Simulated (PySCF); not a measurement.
## Electric field gradients and quadrupole coupling constants

C₄H₁₀FNSi.
Atom-mapped SMILES: `[CH3:1][C@@H:2]1[CH2:3][CH2:4][Si@@H:5]([F:6])[NH:7]1` (hydrogens: H8, H9, H10 on C1; H11 on C2; H12, H13 on C3; H14, H15 on C4; H16 on Si5; H17 on N7)

Structure used (GFN2-xTB), in Å, numbered top down from 1:
```
atom  x, y, z in Å
C1     1.9565    0.0490   -0.8572
C2     0.8410    0.2062    0.1711
C3     0.0637   -1.1018    0.3702
C4    -1.3430   -0.7755    0.8731
Si5   -1.7674    0.8003   -0.0829
F6    -2.5702    1.9045    0.7866
N7    -0.1248    1.2079   -0.2482
H8     1.5353   -0.2046   -1.8278
H9     2.5219    0.9736   -0.9545
H10    2.6381   -0.7414   -0.5523
H11    1.2875    0.5167    1.1292
H12   -0.0187   -1.6011   -0.5973
H13    0.5996   -1.7657    1.0500
H14   -2.0127   -1.6163    0.7117
H15   -1.3238   -0.5789    1.9454
H16   -2.5601    0.6897   -1.2972
H17    0.2700    2.0494   -0.6298
```

Field gradients from the PBE0/pcSseg-1 density (PySCF, non-relativistic), principal values in atomic units, ordered |Vxx| ≤ |Vyy| ≤ |Vzz|:

```
atom     Vxx     Vyy      Vzz
  N7  0.2978  0.7000  -0.9978
```

Question: Find the asymmetry η = (Vxx − Vyy)/Vzz and the couplings χ = eQV/h (234.96 MHz × Q in barn × V in au), with Q(14N) = 0.02044 b.

Answer: 
```tsv
atom	environment	nucleus	η	χzz (MHz)	χxx (MHz)	χyy (MHz)
N7	silicon-bound nitrogen	14N	0.40	-4.792	1.430	3.362
```

Question: What is Vzz at N7 in SI units (1 au = 9.71736 × 10²¹ V/m²)?

Answer: -0.9978 au = -9.696 × 10²¹ V/m².

Were the hydrogens deuterons (Q(2H) = 0.00286 b), χzz would run from 111 kHz (H16) to 291 kHz (H17).

Isolated species at its GFN2-xTB geometry (one conformer only). GFN2-xTB bond lengths can be off by several hundredths of an ångström, more for odd bonds, and the gradients follow them. With so small a basis the couplings can be 20 % off.
